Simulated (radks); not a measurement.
Q: The mean radii <r> (bohr) of the occupied orbitals of an atom or ion are listed with their occupations. All-electron calculation, Dirac Kohn-Sham, BLYP, spin-unpolarised, spherical densities, finite nucleus; Fermi nuclear charge, rms radius of each element as measured or else 0.836 A^(1/3) + 0.57 fm. Program: a radial shooting solver on a logarithmic mesh with Libxc functionals.

orbital  occ.      <r>
1s1/2       2  0.01715
2s1/2       2  0.07170
2p1/2       2  0.05906
2p3/2       4  0.06749
3s1/2       2   0.1866
3p1/2       2   0.1768
3p3/2       4   0.1923
3d3/2       4   0.1676
3d5/2       6   0.1723
4s1/2       2   0.4150
4p1/2       2   0.4179
4p3/2       4   0.4518
4d3/2       4   0.4618
4d5/2       6   0.4730
5s1/2       2   0.9534
4f5/2       6   0.5127
4f7/2       8   0.5200
5p1/2       2    1.035
5p3/2       4    1.136
5d3/2     3.6    1.613
5d5/2     5.4    1.687
6d3/2     0.4    10.49
6d5/2     0.6    10.65

Name the element and its charge. Open shells, if any, are shared by 2j + 1.

A: Z = 78, platinum, charge 0: Pt in [Xe] 4f14 5d9 6d1. The 1s radius gives Z: for a bare nucleus <r> = (2 gamma + 1)/(2Z) with gamma = sqrt(1 - (Z/c)^2), 0.01695 bohr for Z = 78, and screening makes it slightly larger (0.01715 here). The occupations add up to 78, and the charge is Z minus that.
